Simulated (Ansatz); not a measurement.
`CS[SiH](F)F`. Total charge 0; spin multiplicity 1. The geometry is a stationary point of PBE0-D4/def2-TZVP. It is one conformer, not always the lowest.

```xyz
9

C     1.092   -1.041   -0.186
S    -0.165   -0.317   -1.289
Si   -1.088    0.991    0.058
F    -0.045    2.022    0.670
F    -1.662    0.213    1.319
H     1.652   -1.753   -0.790
H     0.622   -1.566    0.644
H     1.770   -0.274    0.185
H    -2.175    1.724   -0.610
```

Problem. What is the dipole moment at PBE/def2-TZVPP? (Estimate.)

Solution. Ansatz gave: 1.30 D, with components (0.87, -0.90, -0.36) D in this frame, pointing from negative to positive charge.

Problem. And with r2SCAN, B3LYP, ωB97M-V? (Best estimate.)

Solution. Computed: r2SCAN 1.32 D, B3LYP 1.29 D, ωB97M-V 1.27 D.

Problem. Give the Mulliken charges with PBE, r2SCAN, B3LYP in def2-TZVPP. (An estimate is asked.)

Solution. Ansatz gave: 
```
atom    PBE  r2SCAN  B3LYP
  C1  -0.27   -0.15  -0.28
  S2  -0.19   -0.22  -0.20
 Si3   0.66    0.77   0.77
  F4  -0.26   -0.31  -0.31
  F5  -0.26   -0.31  -0.31
  H6   0.13    0.09   0.13
  H7   0.14    0.10   0.14
  H8   0.14    0.10   0.14
  H9  -0.08   -0.08  -0.07
```

B3LYP here is the variant with VWN-RPA as its local correlation; programs differ in this.
